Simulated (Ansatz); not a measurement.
Isolated molecules relaxed with PBE0-D4/def2-TZVP in Ansatz; ΔE leaves out vibrations. CCSD(T)/CBS is the MP2 limit (def2-TZVPP, def2-QZVPP) plus CCSD(T) − MP2 in def2-TZVPP, frozen cores. This one scheme is used for every species. Functionals use def2-TZVPP. B3LYP here is the variant with VWN-RPA as its local correlation; programs differ in this. Each species was taken in one conformer, which may not be the lowest.

`COC#N` + `CBCN` → `CBC(N)C#N` + CH₃OH  (formal exchange of groups at a C–O bond)

| level | ΔE (kJ/mol) | difference from CCSD(T)/CBS |
| --- | --- | --- |
| r2SCAN-D4 | -52.3 | 14.5 |
| ωB97M-V | -61.0 | 5.8 |
| PBE | -47.6 | 19.2 |
| r2SCAN | -51.3 | 15.5 |
| B3LYP | -49.4 | 17.4 |
| MP2/def2-TZVPP | -68.2 | -1.4 |
| CCSD(T)/def2-TZVPP | -63.6 | 3.2 |
| MP2/def2-QZVPP | -70.0 | -3.2 |
| SCS-MP2/def2-QZVPP | -66.8 | 0.0 |
| CCSD/CBS(def2) | -67.2 | -0.4 |
| CCSD(T)/CBS | -66.8 | 0 |

Largest T1 diagnostic among the species: 0.014.

The D4 term adds −4.9 kJ/mol with B3LYP and −2.9 kJ/mol with PBE0; it sums over pairs of atoms, weighted by their polarisabilities, and B3LYP, whose exchange is more repulsive, gets the larger term. From PBE to PBE0 (25 % exact exchange), in def2-TZVPP and without D4, ΔE moves by −5.6 kJ/mol. In def2-TZVPP, CCSD(T) changes the Hartree–Fock value by −8.9 kJ/mol (the triples alone add +0.4 kJ/mol) and MP2 by −13.5 kJ/mol.
